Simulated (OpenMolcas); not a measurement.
## As I: effect of the active space

```yaml
Program: OpenMolcas
Method: CASSCF or its RAS form
Basis: ANO-RCC-VTZP
Scalar_Hamiltonian: DKH2, point nucleus
Spin-orbit_coupling: state interaction with AMFI integrals over the reference wave functions, term energies averaged over their components
```

A. 3 electrons in 3 orbitals (4p); 2S+1 = 4 odd, 1 root; 2S+1 = 2 odd, 8 roots; cost roughly 2.6 core-seconds
B. 5 electrons in 4 orbitals (4s 4p); 2S+1 = 4 odd, 1 root; 2S+1 = 2 odd, 8 roots; 2S+1 = 4 even, 3 roots; cost about 9 core-seconds
C. 5 electrons in 8 orbitals (4s 4p 5s 5p); 2S+1 = 4 odd, 1 root; 2S+1 = 2 odd, 8 roots; 2S+1 = 4 even, 3 roots; cost of the order of 16 core-seconds
D. 5 electrons in 9 orbitals (RAS2 4s 4p; RAS3 4d, at most 2 electrons); 2S+1 = 4 odd, 1 root; 2S+1 = 2 odd, 8 roots; 2S+1 = 4 even, 3 roots; 2S+1 = 2 even, 5 roots (0 in the spin-orbit step); cost roughly 23 core-seconds

Energies in cm⁻¹ above 4s² 4p³ ⁴S°_3/2, the measured ground level; measured values from NIST Handbook of Basic Atomic Spectroscopic Data.

```json
{"Level": "4s² 4p³ ⁴S°_3/2", "A": "0.0", "B": "0.0", "C": "0.0", "D": "0.0", "Measured": "0.0"}
{"Level": "4s² 4p³ ²D°_3/2", "A": "14532", "B": "14423", "C": "13824", "D": "13900", "Measured": "10593"}
{"Level": "4s² 4p³ ²D°_5/2", "A": "14712", "B": "14713", "C": "14164", "D": "14115", "Measured": "10915"}
{"Level": "4s² 4p³ ²P°_1/2", "A": "24284", "B": "20450", "C": "19387", "D": "22033", "Measured": "18186"}
{"Level": "4s² 4p³ ²P°_3/2", "A": "24525", "B": "20771", "C": "19754", "D": "22289", "Measured": "18648"}
```

Deviations, from unrounded energies. A percentage is the sum of absolute deviations over the sum of measured energies, with the sign that they share, or ± where signs differ.

| Against measurement | Levels | A | B | C | D |
| --- | --- | --- | --- | --- | --- |
| mean absolute deviation (cm-1) | 4 | 4900 | 3000 | 2200 | 3500 |
| other terms of the ground configuration (%) | 4 | +33.8 | +20.6 | +15.1 | +24.0 |

C lies closest to measurement on these levels and A furthest from it. The largest miss of C in the table is 4s² 4p³ ²D°_5/2, by +3200 cm-1. The ranking rests on the paired levels alone, and a cruder setting can come out closer through cancelling errors.

Among A to D the level of the table that moves most is 4s² 4p³ ²P°_1/2, by 4900 cm-1 (lowest in C, highest in A).

Without dynamic correlation excited terms often stand tens of per cent too high (terms of higher spin than the ground term too low), and those without a measured partner can miss by more than the paired ones. With the s shell closed, the reference lacks s² → p² mixing (holds for A). Some levels mix across a computed gap that differs much from the measured one, so their mixing is not that of the real levels (holds for C). Active for correlation alone: 5p 5s; no level in the range computed is led by a configuration that fills them, so any true level of that kind is missing (holds for C). Some high roots are left out of the spin-orbit mixing, which shifts the levels that they would mix with (holds for D). Active for correlation alone: 4d; no level in the range computed is led by a configuration that fills it, so any true level of that kind is missing (holds for D). Computed and measured levels are paired by configuration, term and J; levels that our copy of the source lacks, or whose pairing is in doubt (as where it misses far off the trend of its configuration), stay unpaired and out of the deviations. Only configurations of the active space appear. Levels that lie high or do not pair safely by name in every column are left out.

° marks odd parity.
